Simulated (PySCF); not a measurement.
Zr(F)3(OH)(OH2) (F3H3O2Zr), SMILES [OH][Zr](<-[OH2])([F])([F])[F], multiplicity 1.

Coordinates come from a B3LYP-D3(BJ)/def2-SVP optimisation. The multiplicity is an assumed one; no other spin state was optimised. The structure was generated by enumeration; whether it is a known compound was not checked. The def2 effective core potentials stand for the cores of Zr; spin–orbit coupling is left out. Other conformers were not sampled.

Two levels are set side by side: PBE/def2-TZVP (PySCF) and PBE0/def2-TZVP (PySCF). Same geometry, gas phase. Differences are taken from unrounded values.

```csv
quantity,PBE
orbital gap (eV),6.48
highest occupied level (eV),-7.76
lowest empty level (eV),-1.28
dipole moment (D),2.26
mean polarisability (bohr³),47.9
```

Q: These are the PBE values. What does PBE0 give? (An estimate is asked for; the answer gives what the named calculation found.)

A: 
```
quantity                      PBE0  PBE minus PBE0
---------------------------  -----  --------------
orbital gap (eV)              9.01           -2.52
highest occupied level (eV)  -9.50            1.74
lowest empty level (eV)      -0.49           -0.79
dipole moment (D)             2.35           -0.09
mean polarisability (bohr³)   44.1             3.9
```

Without exact exchange PBE keeps part of each electron's self-repulsion, which lifts occupied levels and narrows the gap. PBE's more diffuse valence density responds more strongly to a field. Differences between two approximate levels are no errors against the true value.

Rough cost on one machine, each run with all the roots and properties that it gave: PBE0 against PBE within a factor of 2.
